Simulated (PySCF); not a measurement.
Gas-phase reaction: InH + InHCl2 + N2H2 = 2 InH2Cl + 2 N

Computed with PySCF (xtb for GFN2) and rigid-rotor harmonic-oscillator thermochemistry at 1 bar. † marks an energy on the PBE0/def2-TZVP geometry and frequencies; other levels use their own. MP2 and CCSD(T) freeze the core. Open shells (unrestricted): N (multiplicity 4); the rest are closed-shell singlets. GFN2 has no spin-polarisation term. In: scalar-relativistic def2 core potential, no spin-orbit coupling. InH, InHCl2, InH2Cl: computed as isolated molecules; such fragments, hydroxides, amides, oligomers or adducts are transient or little studied in the gas. MP2 isn't extrapolated to the basis-set limit. CCSD(T) isn't extrapolated to the basis-set limit.

MP2/def2-TZVPP† gives ΔH°(298 K) = 706 kJ.

Question: What do CCSD(T)/def2-TZVPP†, GFN2-xTB, PBE0/def2-TZVP give?

Answer: CCSD(T)/def2-TZVPP†: 666 kJ; GFN2-xTB: 1466 kJ; PBE0/def2-TZVP: 728 kJ. For scale, ΔH°(298 K) is 706 kJ at this level, 725 kJ at ωB97M-V/def2-TZVP†, and runs from 215 to 1466 kJ over the 18 levels computed.
